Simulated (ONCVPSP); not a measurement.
# Logarithmic derivatives: copper, ONCV

Cu, optimised norm-conserving Vanderbilt (ONCV), made with ONCVPSP 4.0.1 (PBE, scalar-relativistic). Core [Ne] 3s2, reference 3p6 3d9 (charge +2). Waves: s scattering state at 0.24 Ha: rc 1.40 bohr, ncon 3, nbas 7, qcut 4 1/bohr, 2 projectors, debl 3.9 Ha; 3p: rc 0.75 bohr, ncon 4, nbas 8, qcut 10.2 1/bohr, 3 projectors, debl 0.8 Ha; 3d: rc 1.40 bohr, ncon 4, nbas 9, qcut 13.2 1/bohr, 1 projector. Local part: polynomial inside 0.60 bohr (lpopt 3, dvloc0 6 Ha). Core correction: Teter function, fcfact 1.5, rcfact 1.25.

In the s channel the program set the typed energies aside and used 0.050, 3.950 Ha. In the p channel the program set the typed energies aside and used -3.587, 0.250, 1.050 Ha.

The phase is arctan(r·R′/R) of the radial function R(r), unwrapped; energies in Ha, scanned from -5 to 5 Ha. A pole is an energy at which the radial function vanishes at the test radius. The pseudo phase is shifted by a multiple of π to meet the all-electron one at the reference energy, and phase errors are pseudo minus all-electron; the curves can meet again beyond the range given. Levels narrower than the energy grid can be missing from the lists of poles.

Q: For each channel, where are the poles, and over which energies does the pseudopotential scatter like the atom?

A:

```csv
channel,radius (bohr),reference energy (Ha),"poles, all-electron","poles, pseudo",unbroken range about the reference energy with phases within 0.05 rad,phase error 1 Ha above the reference energy (rad)
s,1.42,0.05,-4.92,-2.99,above -2.5,-0.001
p,0.76,-3.59,4.24,4.24,the whole range,+0.000
d,1.42,-1.09,-0.52,-0.51,below 0.8,+0.012
```

Note: ghosts flagged at negative energy: p at -2192.7 eV (a further GHOST(-) flag falls on a real empty level of the atom); no localised positive-energy state flagged. A true bound ghost makes a file unfit for plane-wave use.

Phases in the s channel:

| E (Ha) | all-electron | pseudo |
| --- | --- | --- |
| -4.96 | -1.546 | 1.241 |
| -4.72 | -1.657 | 1.225 |
| -4.48 | -1.723 | 1.206 |
| -4.24 | -1.769 | 1.183 |
| -4.00 | -1.807 | 1.154 |
| -3.76 | -1.839 | 1.111 |
| -3.52 | -1.870 | 1.037 |
| -3.28 | -1.901 | 0.802 |
| -3.04 | -1.933 | -1.350 |
| -2.80 | -1.968 | -1.839 |
| -2.56 | -2.006 | -1.952 |
| -2.32 | -2.050 | -2.023 |
| -2.08 | -2.101 | -2.088 |
| -1.84 | -2.161 | -2.155 |
| -1.60 | -2.235 | -2.233 |
| -1.36 | -2.326 | -2.327 |
| -1.12 | -2.441 | -2.443 |
| -0.88 | -2.586 | -2.589 |
| -0.64 | -2.768 | -2.771 |
| -0.40 | -2.987 | -2.989 |
| -0.16 | -3.231 | -3.233 |
| 0.08 | -3.475 | -3.475 |
| 0.32 | -3.692 | -3.693 |
| 0.56 | -3.873 | -3.874 |
| 0.80 | -4.016 | -4.017 |
| 1.04 | -4.129 | -4.130 |
| 1.28 | -4.218 | -4.219 |
| 1.52 | -4.289 | -4.290 |
| 1.76 | -4.347 | -4.348 |
| 2.00 | -4.395 | -4.396 |
| 2.24 | -4.436 | -4.437 |
| 2.48 | -4.470 | -4.471 |
| 2.72 | -4.500 | -4.500 |
| 2.96 | -4.526 | -4.526 |
| 3.20 | -4.549 | -4.549 |
| 3.44 | -4.569 | -4.569 |
| 3.68 | -4.588 | -4.588 |
| 3.92 | -4.604 | -4.604 |
| 4.16 | -4.620 | -4.620 |
| 4.40 | -4.634 | -4.634 |
| 4.64 | -4.647 | -4.648 |
| 4.88 | -4.660 | -4.660 |
